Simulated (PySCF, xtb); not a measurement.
SnBr, SMILES [Br][Sn] (connectivity only; charge and spin as stated), neutral, multiplicity 2.

Harmonic wavenumbers (cm⁻¹) from GFN2-xTB run with xtb at its own minimum, in rising order: 243.

### Question
What does PySCF 2.14.0 with PBE0-D3(BJ)/def2-TZVP give at its own minimum? (The exact figures need the calculation; the answer reports its results.)

### Answer
243. Paired by order, the mean absolute difference is 0 cm⁻¹ and the zero-point energies are 0.3 and 0.3 kcal/mol.
